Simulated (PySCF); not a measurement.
# [Pr(H2O)]3+ relaxed at several levels

Computed with PySCF 2.14.0, def2-SVP on the ligands, density fitting, scalar-relativistic core potentials, no spin-orbit coupling, vacuum. Each row is relaxed at its own level from the same template. Distances are means of the shortest metal–ligand contacts, charges and spins Mulliken's; removal energies are rigid, with the ligand's formal charge and no counterpoise, so too large; for an anion taken off a cation in vacuum most of it is the attraction of opposite charges, and multiply charged cations can part far more cheaply with an electron moved from ligand to metal. lcecp potentials hold a fixed number of 4f electrons in the core, out of states, spins and gaps.

```tsv
level	basis on the metal	point group	M–H2O (Å)	charge on M (e)	removal of one H2O (eV)	strongest infrared band, degenerate modes summed (cm⁻¹)	unstable modes (below −25 cm⁻¹)
B3LYP	lcecp-1-SVP with ECP48	C2v	2.296	2.58	4.70	3383	0
```

**Question.** What does the calculation give for PBE0, lcecp-1-SVP with ECP48?

**Answer.** point group: C2v, M–H2O (Å): 2.284, charge on M (e): 2.59, removal of one H2O (eV): 4.67, strongest infrared band, degenerate modes summed (cm⁻¹): 3436, unstable modes (below −25 cm⁻¹): 0.
```xyz
4

Pr    0.0000    0.0000   -0.1250
O     0.0000    0.0000    2.1587
H     0.7773    0.0000    2.7861
H    -0.7773    0.0000    2.7861
```

One start shape was tried for each, so a minimum needn't be the lowest isomer.
